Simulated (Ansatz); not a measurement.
`[OH2+][Al-]([F])([F])[F]` → Al• + 3 F• + 2 H• + O•  (atomization)

Program: Ansatz. Geometries: PBE0-D4/def2-TZVP. ΔE: electronic, gas phase. CBS: MP2 limit from def2 TZ/QZ plus the TZ coupled-cluster correction, frozen cores. This one scheme is used for every species, atoms too. DFT in def2-TZVPP. B3LYP here is the variant with VWN-RPA as its local correlation; programs differ in this. No spin–orbit coupling; open shells (•) take unrestricted orbitals. Spin–orbit coupling would lower the free atoms: a little for Al, F, O. One conformer a species, not always the lowest.

| species | B3LYP energy (Eh) |
| --- | --- |
| `[OH2+][Al-]([F])([F])[F]` | -618.87214 |
| Al• | -242.38761 |
| F• | -99.77015 |
| H• | -0.50215 |
| O• | -75.09627 |

(1) Work out ΔE.

Largest T1 diagnostic among the species: 0.018.

## Answers

(1) ΔE = 3 × (-99.77015) + 2 × (-0.50215) + (-242.38761) + (-75.09627) − (-618.87214) = 1.07351 Eh = +2818.5 kJ/mol. CCSD(T)/CBS gives +2907.9 kJ/mol.

At CCSD(T), def2-SVP lies −207.6 kJ/mol from the extrapolated value and def2-TZVPP −92.9 kJ/mol: correlation converges slowly with the basis, and small sets miss more of it in the bonded molecule than in its fragments. In def2-TZVPP, CCSD(T) changes the Hartree–Fock value by +702.4 kJ/mol (the triples alone add +41.2 kJ/mol) and MP2 by +827.0 kJ/mol; breaking electron pairs costs correlation energy, which Hartree–Fock lacks.

For atomizations the MP2-based limit and the directly extrapolated one differ by several kJ/mol either way, and by 10 to 25 for some Ge, Se and Sn compounds, so smaller differences from it don't rank the levels.
